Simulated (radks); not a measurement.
The gold ion Au24+, configuration [Kr] 4d10 4f9. Calculated with a radial shooting solver on a logarithmic mesh with Libxc functionals: scalar-relativistic Kohn-Sham, PBE, spin-polarised, spherical densities, finite nucleus; open shells are filled with parallel spins first (spin-orbit coupling, left out, can overturn this in heavy ions); Fermi nuclear charge, rms radius 5.4371 fm.

Unscreened Slater integrals over Kohn-Sham orbitals (cm^-1). They are taken over the spin-up orbitals.

integral,value
"F0(4f,4f)",461930
"F2(4f,4f)",239590
"F4(4f,4f)",155030
"F6(4f,4f)",112990
"F0(4f,4d)",455120
"F2(4f,4d)",228120
"F4(4f,4d)",148380
"G1(4f,4d)",251800
"G3(4f,4d)",167390
"G5(4f,4d)",121120
"F0(4f,4p)",462430
"F2(4f,4p)",235230
"G2(4f,4p)",198720
"G4(4f,4p)",141990
"F0(4d,4d)",454450
"F2(4d,4d)",232480
"F4(4d,4d)",157150
"F0(4d,4p)",461060
"F2(4d,4p)",237590
"G1(4d,4p)",299260
"G3(4d,4p)",189700
"F0(4p,4p)",468820
"F2(4p,4p)",245530

Derived for the open shells (J is the average intra-shell exchange parameter used in DFT+U). 4f: F4/F2 = 0.647, F6/F2 = 0.472, J = (286 F2 + 195 F4 + 250 F6)/6435 = 19740 cm^-1.
